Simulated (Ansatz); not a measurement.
Start from `[CH3][SnH]([NH2])[Cl]` and change one atom or group to get `[CH3][SnH2][Cl]`.

Ansatz, PBE0-D4/def2-TZVP geometries, multiplicity 1. Each molecule was computed in one conformer, which needn't be the lowest.

Elements past krypton have def2 core potentials.

| property | `[CH3][SnH]([NH2])[Cl]` |
| --- | --- |
| LUMO energy (PBE/def2-TZVPP) / eV | -1.15 |
| HOMO energy (PBE/def2-TZVPP) / eV | -6.01 |
| HOMO energy (PBE0/def2-TZVPP) / eV | -7.43 |
| size of the dipole moment (B3LYP/def2-TZVPP) / D | 3.89 |
| LUMO energy (PBE0/def2-TZVPP) / eV | -0.19 |
| HOMO–LUMO gap (B3LYP/def2-TZVPP) / eV | 6.64 |

(1) Give the same properties after the change, and the shifts. (Estimate.)

Answers

(1) The calculation gave: 
```
                                        property  `[CH3][SnH2][Cl]`  shift
               LUMO energy (PBE/def2-TZVPP) / eV              -1.32  -0.17
               HOMO energy (PBE/def2-TZVPP) / eV              -7.00  -0.99
              HOMO energy (PBE0/def2-TZVPP) / eV              -8.30  -0.87
size of the dipole moment (B3LYP/def2-TZVPP) / D               2.93  -0.96
              LUMO energy (PBE0/def2-TZVPP) / eV              -0.48  -0.29
           HOMO–LUMO gap (B3LYP/def2-TZVPP) / eV               7.31   0.67
```

With PBE0 the HOMO falls by 0.87 eV and the LUMO falls by 0.29 eV, so the gap widens by about 0.58 eV. PBE moves the HOMO by -0.99 eV and ωB97M-V by -0.71 eV. The zero-point energy changes by -47.5 kJ/mol with -6 modes. Dipoles are sizes alone; their direction can turn.

B3LYP here is the variant with VWN-RPA as its local correlation; programs differ in this.
